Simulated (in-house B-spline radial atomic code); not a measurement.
RPA and G0W0 on PBE0: the terbium ion Tb⁷⁺

Configuration [Kr] 4d10 4f7 5s2 5p3, highest spin, mean-field start PBE0. Computed with an all-electron radial atomic-structure program (B-spline basis): all electrons, scalar-relativistic (spin-free one-electron X2C), finite nucleus, each spin shell either full or empty, empty states to l = 9 with an (l + 1/2)⁻⁴ tail; G0W0 by contour deformation at full frequency.

Without the two-electron picture change, the correlation of inner shells comes somewhat too large for so heavy an element.

Spin-orbit coupling, left out, splits p levels strongly here.

Command:
```bash
python run_gw.py task.json out
```
Settings (radii: box in bohr, nucleus in fm):
```
Z                        65
electrons                58
configuration            [Kr] 4d10 4f7 5s2 5p3
hamiltonian              x2c
method                   pbe0
lmax                     9
rms_radius               5.06
spin_polarised           True
box_radius               8.41
intervals                66
```

Time taken, with all properties: 10 s on 1 thread of Arm Neoverse N1 (shared host).

Energies (hartree):

| term | value |
| --- | --- |
| mean-field total | -11695.64181 |
| Hartree-Fock functional on these orbitals | -11692.16093 |
| direct second order | -5.5294 |
| second-order exchange | 1.4907 |
| SOSEX correction | 1.3995 |

Q: What is the RPA correlation energy, and what remains with SOSEX?

A: RPA gives -4.8971 hartree (-2.3 eV per electron); RPA + SOSEX gives -3.4975, and the second-order doubles -4.0387 hartree (no singles). RPA lacks exchange-type terms and so overcorrelates at short range.

Quasi-particle levels (eV):

```tsv
level	occupied	mean field	Σx - vxc	Σc	QP weight	G0W0
4f up	yes	-112.94	-10.90	?	?	?
5p up	yes	-119.04	-6.09	-0.62	0.967	-125.74
5s down	yes	-137.83	-2.68	-3.65	0.967	-144.16
5p down	no	-107.81	7.84	-3.19	0.968	-103.16
```

G0W0 = mean field + (Σx - vxc) + Σc, with Σc (partial-wave tail included) taken at the quasi-particle energy. Only the outer levels were computed. Levels of low weight are left out.

Q: Where does G0W0 put 4f up?

A: At -121.71 eV, with Σc = 2.12 eV and a quasi-particle weight of 0.951.
